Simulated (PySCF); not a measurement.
CH₅FO₂Si₂.
SMILES with atom numbers: `[F:1][Si@H:2]1[O:3][CH2:4][SiH2:5][O:6]1`

Structure used (GFN2-xTB), in Å, numbered top down from 1:
```
atom  x, y, z in Å
F1     1.962   -0.565   -1.915
Si2    1.392   -0.610   -0.425
O3     1.047    0.886    0.072
C4    -0.288    1.160    0.484
Si5   -1.333   -0.406    0.067
O6    -0.081   -1.315   -0.450
H7     2.283   -1.358    0.420
H8    -0.608    2.064   -0.039
H9    -0.262    1.393    1.553
H10   -2.238   -0.202   -1.054
H11   -1.869   -1.045    1.261
```

NICS = −σ at a ghost point: NICS(0) at the centroid of the ring atoms, NICS(1) 1 Å to either side along the normal of their mean plane, zz for the tensor component along that normal. Level: GIAO PBE0/pcSseg-1 (PySCF, non-relativistic, gas phase) on the GFN2-xTB geometry, one conformer.

Ring bond lengths (Å), with Mayer bond orders in brackets: Si2–O3 1.613 (1.03), O3–C4 1.424 (0.85), C4–Si5 1.929 (0.90), Si5–O6 1.631 (0.94), O6–Si2 1.634 (0.96).

Give the NICS values of each ring in ppm.

```tsv
ring	type	NICS(0)	NICS(1), two faces	NICS(1)zz, two faces	rms pucker (Å)	centre to ring atoms, mean (Å)
Si2–O3–C4–Si5–O6	5-membered ring with 2 O and 2 Si; formal bonds all single	-6.4	-2.5 / -2.8	-3.0 / -4.1	0.03	1.40
```

What do they say, and how far can they be read as aromaticity?

- Si2–O3–C4–Si5–O6: mean NICS(1)zz -3.5 ppm, shielded. Si2, C4, Si5 have four or more neighbours, and the NICS criterion for π rings isn't applied.

At the second NICS(1) probe listed for ring Si2–O3–C4–Si5–O6, 1 Å off the ring, what do the in-plane components average?

The isotropic value is a third of the trace: (3 × -2.8 − (-4.1))/2 = -2.1 ppm.
